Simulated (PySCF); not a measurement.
Input file for PySCF: D3(BJ) and D4 dispersion corrections on FH4N (a complex), monomers drawn apart or pushed together.

```python
from pyscf import gto
from pyscf.dispersion import dftd3, dftd4

mol = gto.M(
    atom='''
    N     0.03820228    0.17655272    0.30490449
    H    -0.23874454   -0.74046460   -0.02745915
    H    -0.60024194    0.85723204   -0.09151782
    H     0.96518207    0.37179989   -0.05658345
    F     0.01193039    0.26962672    2.77340592
    H     0.02217107    0.23337482    1.81194138
    ''',
    basis='def2-svp',
    charge=0, spin=0, verbose=0, max_memory=1800)
d3, d4 = {}, {}
for xc in ['hf', 'pbe', 'blyp', 'revpbe', 'tpss', 'r2scan', 'b3lyp', 'pbe0', 'bhlyp', 'camb3lyp', 'b2plyp']:
    d3[xc] = float(dftd3.DFTD3Dispersion(mol, xc=xc, version='d3bj', atm=False).get_dispersion()['energy'])
    print(f'D3(BJ) {xc:10s} {d3[xc]:14.8f} Eh')
for xc in ['hf', 'pbe', 'blyp', 'revpbe', 'tpss', 'r2scan', 'b3lyp', 'pbe0', 'bhlyp', 'camb3lyp', 'b2plyp']:
    d4[xc] = float(dftd4.DFTD4Dispersion(mol, xc={'camb3lyp': 'cam-b3lyp'}.get(xc, xc), atm=True).get_dispersion()['energy'])
    print(f'D4     {xc:10s} {d4[xc]:14.8f} Eh')
```

The log:

```
D3(BJ) hf            -0.01617487 Eh
D3(BJ) pbe           -0.00168763 Eh
D3(BJ) blyp          -0.00334936 Eh
D3(BJ) revpbe        -0.00474135 Eh
D3(BJ) tpss          -0.00200370 Eh
D3(BJ) r2scan        -0.00042662 Eh
D3(BJ) b3lyp         -0.00268423 Eh
D3(BJ) pbe0          -0.00133638 Eh
D3(BJ) bhlyp         -0.00192689 Eh
D3(BJ) camb3lyp      -0.00105340 Eh
D3(BJ) b2plyp        -0.00112084 Eh
D4     hf            -0.00495884 Eh
D4     pbe           -0.00115482 Eh
D4     blyp          -0.00268454 Eh
D4     revpbe        -0.00477528 Eh
D4     tpss          -0.00157126 Eh
D4     r2scan        -0.00029003 Eh
D4     b3lyp         -0.00182367 Eh
D4     pbe0          -0.00094482 Eh
D4     bhlyp         -0.00112700 Eh
D4     camb3lyp      -0.00091650 Eh
D4     b2plyp        -0.00080095 Eh
```

The run finished.

Cost: very roughly 0.04 core-seconds.
